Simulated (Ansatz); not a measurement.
Basis-set extrapolation for `OC(O)[SiH2][SiH3]` (PBE0-D4/def2-TZVP geometry, frozen core, the Gaussian-basis code of Ansatz). Multiplicity 1, RHF reference.

```
                      def2-TZVPP   def2-QZVPP
                 HF  -770.198797  -770.225584
    MP2 correlation    -0.905760    -0.974890
CCSD(T) correlation    -0.995764      not run
```

Energies in hartree. Use E(X) = E(∞) + A·exp(−7.88·√X) for Hartree–Fock and E(X) = E(∞) + B·X^(−2.97) for correlation, with X = 3 and 4, and add CCSD(T) minus MP2 of the smaller set to the MP2 limit.

Q: What is the CCSD(T) energy at the basis-set limit?

A: HF limit: -770.225584 + (-0.026787) × 0.13774 = -770.22927. MP2 limit: -0.974890 + (-0.069130) × 0.74074 = -1.02610. Higher-order term: -0.995764 − (-0.905760) = -0.09000. Total: -771.34537 hartree, 395.9 kJ/mol below CCSD(T)/def2-TZVPP.
